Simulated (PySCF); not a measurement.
C5H6BN, SMILES C1B(N)C(=C1)C#C.

The structure is a stationary point at B3LYP-D3(BJ)/def2-SVP. This is a generated structure with no PubChem entry under its InChIKey; it may be hypothetical. The values are those of a single conformer.

Computed with B3LYP-D3(BJ)/def2-SVP run with PySCF 2.14.0.

Frequencies are harmonic and unscaled.

| mode | ν (cm⁻¹) | IR (km/mol) | moving atoms (share of kinetic energy) |
|---|---|---|---|
| 1 | 105 | 3.4 | C 43 %, H 39 %, B 9 %, N 9 % |
| 2 | 127 | 1.5 | C 51 %, N 27 %, H 20 % |
| 3 | 178 | 7.1 | C 71 %, H 23 % |
| 4 | 307 | 3.2 | C 51 %, H 29 %, N 13 % |
| 5 | 418 | 1.9 | H 37 %, C 36 %, B 26 % |
| 6 | 517 | 7.9 | C 58 %, H 17 %, N 16 %, B 9 % |
| 7 | 526 | 160.3 | H 77 %, N 21 % |
| 8 | 556 | 1.4 | H 63 %, C 33 % |
| 9 | 574 | 0.3 | C 68 %, B 14 %, H 13 % |
| 10 | 643 | 7.1 | H 53 %, C 34 %, B 12 % |
| 11 | 666 | 36.4 | H 68 %, C 30 % |
| 12 | 671 | 3.3 | C 55 %, N 21 %, H 20 % |
| 13 | 676 | 38.9 | H 75 %, C 25 % |
| 14 | 779 | 2.1 | H 50 %, C 32 %, B 11 % |
| 15 | 847 | 23.0 | H 64 %, C 23 %, B 13 % |
| 16 | 916 | 0.1 | H 60 %, C 29 %, B 11 % |
| 17 | 936 | 3.0 | H 53 %, C 43 % |
| 18 | 1063 | 47.0 | H 38 %, B 30 %, C 22 %, N 10 % |
| 19 | 1092 | 5.0 | H 77 %, C 22 % |
| 20 | 1154 | 15.6 | C 52 %, H 43 % |
| 21 | 1189 | 1.5 | C 69 %, H 19 %, B 9 % |
| 22 | 1257 | 22.5 | H 48 %, C 44 % |
| 23 | 1417 | 21.4 | H 81 %, B 9 %, C 9 % |
| 24 | 1458 | 91.0 | H 47 %, B 40 %, C 11 % |
| 25 | 1602 | 167.9 | H 46 %, C 24 %, N 18 %, B 12 % |
| 26 | 1632 | 80.2 | C 69 %, H 14 %, B 10 % |
| 27 | 2202 | 12.4 | C 92 %, H 8 % |
| 28 | 3021 | 39.5 | H 95 % |
| 29 | 3061 | 20.0 | H 90 %, C 10 % |
| 30 | 3122 | 25.0 | H 91 %, C 9 % |
| 31 | 3472 | 90.8 | H 86 %, C 14 % |
| 32 | 3586 | 41.7 | H 96 % |
| 33 | 3685 | 32.7 | H 91 %, N 9 % |
